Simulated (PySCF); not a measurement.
CoOBr: double against triple zeta

Base calculation in PySCF with density fitting and no spin–orbit coupling, PBE0/def2-SVP (no relativity): quintet, C∞v, Co–Br 2.268 Å, Co–O 1.610 Å; Br–Co–O 180.0°; wavenumbers 87 (×2), 304, 878 cm⁻¹; dipole moment 0.41 D, polar-tensor charge of Co 1.07 e, atomisation energy (no zero-point energy) 711 kJ/mol.

Task: What changes on going to PBE0/def2-TZVP (no relativity)?

Result: The point group stays the same. Changes: mean bond to Co +0.004 Å, smallest bond angle 0.0 degrees, highest wavenumber -5 cm⁻¹, lowest wavenumber +2 cm⁻¹, dipole moment -0.34 D, polar-tensor charge of Co -0.04 e, atomisation energy (no zero-point energy) +10 kJ/mol. The new structure has Co–Br 2.265 Å, Co–O 1.621 Å; Br–Co–O 180.0°, with wavenumbers 89 (×2), 304, 873 cm⁻¹.

Open d or f shells are single determinants, so the state found may not be the ground state. Only the bonding shown was studied: isomers, or loss of a ligand pair, can lie lower.
